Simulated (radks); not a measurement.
The technetium ion Tc2+ inside a hard spherical wall (all orbitals vanish at R), configuration held at [Kr] 4d5 and not refilled when levels cross. Calculated with a radial shooting solver on a logarithmic mesh with Libxc functionals: scalar-relativistic Kohn-Sham, PBE, spin-polarised, spherical densities, finite nucleus; open shells are filled with parallel spins first (spin-orbit coupling, left out, can overturn this in heavy ions); Fermi nuclear charge, rms radius 4.4112 fm. Eigenvalues in eV for spin up, with the zero of energy where the potential of the charges vanishes at infinity; a dash marks a level that is unbound or too diffuse for the functional's potential to be trusted. A positive occupied level is held by the wall or, in an anion where self-interaction has pushed it up, behind a barrier. The pressure on the wall is -dE/dV.

| R (bohr) | E (hartree) | kinetic (hartree) | e(3d) | e(4s) | e(4p) | e(4d) | e(5s, empty) | e(5p, empty) | pressure (GPa) |
|---|---|---|---|---|---|---|---|---|---|
| free | -4284.85271 | 4424.346 | -265.88 | -90.717 | -62.823 | -23.819 | -19.127 | -13.606 | 0 |
| 15 | -4284.85271 | 4424.346 | -265.88 | -90.717 | -62.823 | -23.819 | -19.127 | -13.606 | < 0.0001 |
| 10 | -4284.85271 | 4424.346 | -265.88 | -90.717 | -62.823 | -23.818 | -19.127 | -13.604 | < 0.0001 |
| 8 | -4284.85270 | 4424.346 | -265.88 | -90.716 | -62.822 | -23.818 | -19.122 | -13.568 | 0.000865 |
| 6 | -4284.85178 | 4424.357 | -265.83 | -90.669 | -62.777 | -23.775 | -18.939 | -13.004 | 0.131 |
| 5 | -4284.84486 | 4424.419 | -265.55 | -90.433 | -62.552 | -23.553 | -18.169 | -11.453 | 1.54 |
| 4 | -4284.79053 | 4424.787 | -264.20 | -89.327 | -61.505 | -22.424 | -14.687 | -6.018 | 18.7 |
| 2.5 | -4283.18438 | 4432.904 | -248.12 | -77.854 | -49.925 | -7.487 | 29.235 | 47.699 | 1540 |
| 2 | -4278.68734 | 4452.291 | -223.67 | -59.861 | -30.064 | 17.981 | 101.92 | 127.34 | 9990 |
| 1.5 | -4257.93982 | 4524.887 | -162.42 | 1.648 | 38.512 | 98.748 | 322.77 | 355.74 | 88200 |
